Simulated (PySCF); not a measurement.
Sb(Cl)2(OMe) (CH₃Cl₂OSb), SMILES C[O][Sb]([Cl])[Cl].

The structure is a stationary point at B3LYP-D3(BJ)/def2-SVP. The def2 effective core potentials stand for the cores of Sb; spin–orbit coupling is left out. One conformer was computed; it need not be the lowest.

All values below come from PySCF 2.14.0 with B3LYP-D3(BJ)/def2-SVP.

Frequencies are harmonic and unscaled.

Computed vibrational spectrum:
```csv
mode,ν (cm⁻¹),IR (km/mol),Raman (Å⁴/amu),depolarisation,moving atoms (share of kinetic energy)
1,81,2.4,2.6,0.75,"C 39 %, H 30 %, Cl 28 %"
2,110,0.0,0.8,0.75,"H 85 %, Cl 9 %"
3,116,3.6,3.7,0.75,"Cl 77 %, Sb 9 %, C 8 %"
4,136,6.1,3.6,0.59,"Cl 47 %, C 25 %, Sb 17 %, H 11 %"
5,201,14.5,0.6,0.75,"O 72 %, Cl 11 %, H 11 %"
6,292,4.1,1.1,0.75,"O 36 %, C 27 %, H 17 %, Sb 13 %"
7,345,68.8,8.1,0.75,"Cl 75 %, Sb 25 %"
8,357,38.9,13.3,0.08,"Cl 74 %, Sb 24 %"
9,552,56.1,22.3,0.20,"O 68 %, Sb 13 %, C 12 %"
10,1079,189.4,4.6,0.25,"O 52 %, C 45 %"
11,1167,1.0,3.0,0.75,"H 77 %, C 18 %"
12,1177,1.0,3.6,0.26,"H 76 %, C 18 %"
13,1456,10.5,5.8,0.58,"H 89 %, C 10 %"
14,1462,6.7,22.0,0.75,H 97 %
15,1480,9.1,12.4,0.73,H 96 %
16,3005,52.2,134.6,0.02,H 98 %
17,3086,22.1,35.7,0.75,"H 90 %, C 10 %"
18,3112,19.2,161.8,0.52,"H 90 %, C 10 %"
```
